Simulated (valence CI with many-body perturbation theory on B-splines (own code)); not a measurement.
The numbers below are computed, except where a source is named.
**Run record, Au XLVII**

Level of theory: valence CI with perturbative core correlation (CI+MBPT): five valence electrons over a frozen Dirac-Fock core [Ar] 3d10, a basis of 6 s, 6 p, 5 d, 3 f, 1 g functions for each j, with the one-electron correlation potential Σ1 (screened to all orders), the two-electron term Σ2, the three-electron term Σ3, Breit, model QED; selected single and double excitations, second order for the rest (own B-spline code, finite nucleus).

Command, and the settings that its task file holds:

```sh
python run_cv.py task.json out
```

```
atom Au  Z=79  mass_number=197  rms_radius_fm=5.4371
core [Ar] 3d10
valence 4s2 4p3
avg = 1
basis = S
breit = 1
cap = 10000
capref = 1200
cscale = 1
de = 0.0
dress = 0
ecut = 433.5
eps = 2e-08
h = 0.27
hh = 1
l2 = 3
lcore = 6
maxit = 60
n2 = 5
natural = 1
nlev = 21
nno = [3, 3, 3, 2, 1]
nroot = 26
nsp = [3, 3, 2, 1, 0]
pt2 = 1
qed = 1
rpa = 1
s1 = 1
s2 = 1
s3 = 1
screen = 1
tol = 2e-05
```

It took 110 s on 1 thread of Intel(R) Xeon(R) Processor @ 2.50GHz (Skylake/Cascade Lake), on a shared host.

Log. The first blocks belong to the next ion, which gives the ionisation energy. Fields: 2J, parity (1 odd), roots, reference size, generating configurations, candidates as configurations/state functions, variational space P, stored matrix elements, Davidson steps; e2 is the range of second-order energies in hartree. The first line gives the box (bohr), its intervals, the orbitals and the steps of their self-consistent field. Window is the range of levels sought, series limit the energy at which the first omitted orbital would enter, core excitation an estimate of the first excitation out of the core, left out the lowest levels not solved, and shifts from estimates the range by which levels moved from their first estimate, all in cm⁻¹.

```
rmax 2.4 intervals 56 orbitals 36 references ['4s2 4p3', '4s 4p4', '4s2 4p2 4d', '4p5', '4s 4p3 4d'] scf 4 t 2.5
2J=0 par=0 roots 2 ref 22 generators 6 cand 2465/3814 P 717/999 nnz 0 it 0
2J=0 par=0 roots 2 ref 22 generators 9 cand 3115/5605 P 1328/1985 nnz 0 it 5
   second order: generators 23 cand 5388/9847 e2 -0.00002 -0.00001
reference levels 480, estimated 61, window 2820339 1/cm; series limit 9392888, core excitation 15260680
2J=3 par=1 roots 4 ref 39 generators 12 cand 6497/55606 P 937/3553 nnz 1.3e+06 it 4
2J=3 par=1 roots 4 ref 39 generators 25 cand 10971/126370 P 2000/9985 nnz 9.3e+06 it 6
   second order: generators 44 cand 13692/176552 e2 -0.00076 -0.00014
2J=5 par=1 roots 2 ref 39 generators 7 cand 5762/49387 P 828/3534 nnz 1.3e+06 it 4
2J=5 par=1 roots 2 ref 39 generators 20 cand 11311/153534 P 1868/10000 nnz 9.2e+06 it 5
   second order: generators 37 cand 15019/244422 e2 -0.00050 -0.00024
2J=1 par=1 roots 2 ref 24 generators 7 cand 5185/26225 P 1101/3524 nnz 1.2e+06 it 4
2J=1 par=1 roots 2 ref 24 generators 20 cand 10471/71313 P 2573/9998 nnz 8.1e+06 it 6
   second order: generators 30 cand 11895/87471 e2 -0.00013 -0.00007
2J=3 par=0 roots 7 ref 72 generators 15 cand 8287/80335 P 850/3587 nnz 1.4e+06 it 6
2J=3 par=0 roots 7 ref 72 generators 31 cand 12596/139906 P 1978/9997 nnz 8.7e+06 it 9
   second order: generators 55 cand 16600/231016 e2 -0.00153 -0.00063
2J=5 par=0 roots 7 ref 80 generators 13 cand 8409/94732 P 781/3597 nnz 1.5e+06 it 5
2J=5 par=0 roots 7 ref 80 generators 31 cand 13018/182010 P 1861/10000 nnz 9e+06 it 8
   second order: generators 53 cand 16063/281556 e2 -0.00172 -0.00087
2J=1 par=0 roots 5 ref 43 generators 15 cand 8572/53408 P 1143/3557 nnz 1.3e+06 it 4
2J=1 par=0 roots 5 ref 43 generators 29 cand 11872/83937 P 2632/10000 nnz 7.9e+06 it 6
   second order: generators 47 cand 14756/118819 e2 -0.00041 -0.00015
2J=7 par=0 roots 4 ref 65 generators 11 cand 8440/108430 P 738/3590 nnz 1.6e+06 it 5
2J=7 par=0 roots 4 ref 65 generators 26 cand 12749/190182 P 1626/9974 nnz 9.8e+06 it 6
   second order: generators 44 cand 14644/249760 e2 -0.00110 -0.00088
2J=9 par=0 roots 2 ref 43 generators 6 cand 5606/69256 P 751/3559 nnz 1.9e+06 it 5
2J=9 par=0 roots 2 ref 43 generators 18 cand 9706/132058 P 1549/9984 nnz 1.2e+07 it 5
   second order: generators 33 cand 11973/185947 e2 -0.00027 -0.00026
left out: unestimated 4084629, estimated 3212300, shifts from estimates -48 to 25
operators 6.2
```

The Davidson iterations converged. The settings are bad on purpose, so the numbers may not be properties of the ion.

No measured spectrum was set against this ion. As an estimate, large intervals hold to a few tenths of a per cent, small ones and those within an open d or f shell to about a per cent. Among the levels kept, up to 380 cm⁻¹ of a level comes from second order outside the variational space, and about a tenth of that is noise between levels of different J, which matters for small intervals.

| Item | Value |
| --- | --- |
| Valence energy | -500.1336 hartree |
| Ionisation energy | 2445 eV (NIST: 2443 ± 4 eV (theoretical)) |
| Reference configurations for the orbitals | 4s2 4p3, 4s 4p4, 4s2 4p2 4d, 4p5, 4s 4p3 4d |
| Radial orbitals | 36 |
| Box radius | 2.438 bohr |
| Largest variational space | 10000 |
| Lowest levels | (4s^2 4p1/2^2 4p3/2) J=3/2 0, (4s^2 4p1/2 4p3/2^2) J=3/2 1037400, (4s^2 4p1/2 4p3/2^2) J=5/2 1085800, (4s^2 4p1/2 4p3/2^2) J=1/2 1146900, (4s^2 4p1/2^2 4d3/2) J=3/2 1387000, (4s^2 4p1/2^2 4d5/2) J=5/2 1669800, (4s 4p1/2^2 4p3/2^2) J=5/2 1944000, (4s 4p1/2^2 4p3/2^2) J=1/2 2069800, (4s 4p1/2^2 4p3/2^2) J=3/2 2085900, (4s^2 4p3/2^3) J=3/2 2193100, (4s^2 4p1/2 4p3/2 4d3/2) J=5/2 [a] 2417700, (4s^2 4p1/2 4p3/2 4d3/2) J=3/2 [a] 2422200, (4s^2 4p1/2 4p3/2 4d3/2) J=1/2 [a] 2423900, (4s^2 4p1/2 4p3/2 4d3/2) J=7/2 2466900 cm⁻¹ |

Levels are named by their leading jj configuration (3d3/2^4 stands for four electrons in 3d with j = 3/2), which in mixed levels can hold well under half, so a name can repeat and another be missing. Letters in brackets count levels of one name in rising energy.
